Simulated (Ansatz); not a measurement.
C₃H₈ClSi (SMILES [CH2][Si](C)(C)Cl), doublet, geometry from GFN2-xTB; SC-NEVPT2/STO-3G, CASSCF(3,3) (Ansatz, a first-principles code).

Ansatz was given this input:
Ansatz 0.2 input:
```yaml
crystal:
  periodic: [false, false, false]
  atoms:
    - {symbol: C, position_ang: [-0.70654635, 1.70348188, -0.82412573]}
    - {symbol: Si, position_ang: [-0.09421727, 0.04117308, -0.30684970]}
    - {symbol: C, position_ang: [1.45251137, -0.48582476, -1.30019010]}
    - {symbol: C, position_ang: [-1.43260005, -1.30721996, -0.52454013]}
    - {symbol: Cl, position_ang: [0.41474007, 0.12006733, 1.66981770]}
    - {symbol: H, position_ang: [-0.76349805, 2.53975112, -0.15037396]}
    - {symbol: H, position_ang: [-1.03464297, 1.90860049, -1.82729968]}
    - {symbol: H, position_ang: [2.27126679, 0.21161380, -1.15232089]}
    - {symbol: H, position_ang: [1.79672800, -1.47012070, -0.99583340]}
    - {symbol: H, position_ang: [1.23507584, -0.52250860, -2.36259360]}
    - {symbol: H, position_ang: [-1.05744908, -2.28270886, -0.22850000]}
    - {symbol: H, position_ang: [-2.30904141, -1.09240627, 0.07907555]}
    - {symbol: H, position_ang: [-1.75016834, -1.37241174, -1.56002336]}
basis:
  gaussian:
    orbitals: STO-3G
correlation: {method: sc_nevpt2, electrons: all, active_space: {window: {electrons: 3, orbitals: 3}}}
magnetization: {spin_polarized: false, initial_magnetization: 1}
```

It wrote (shortened):

```
Functional definition: HF
509 factors; integrals over basis functions are off by at most 4.6e-5 eV
mean field evaluation 1: about -23321.7709 eV, gradient 1.7e1 eV
mean field evaluation 2: about -23321.8973 eV, gradient 1.7e1 eV
mean field evaluation 4: about -23323.3453 eV, gradient 1.0e0 eV
mean field evaluation 8: about -23323.3527 eV, gradient 1.0e-5 eV
mean field -23323.35267284 eV, -857.1174015905 hartree, gradient 5.5e-7 eV, S^2 0.750000; 0 other end points of the search recorded, 0 dependent functions left out
reference -23323.35267284 eV, -857.1174015905 hartree; 29, 28 occupied and 12, 13 virtual orbitals, 509 factors
state -23323.71734700 eV, -857.1308031190 hartree
state -23323.71734700 eV, -857.1308031190 hartree; corrected -23328.48798546 eV, -857.3061208484 hartree
Total energy: -23328.48798546 eV, -857.3061208484 hartree
```
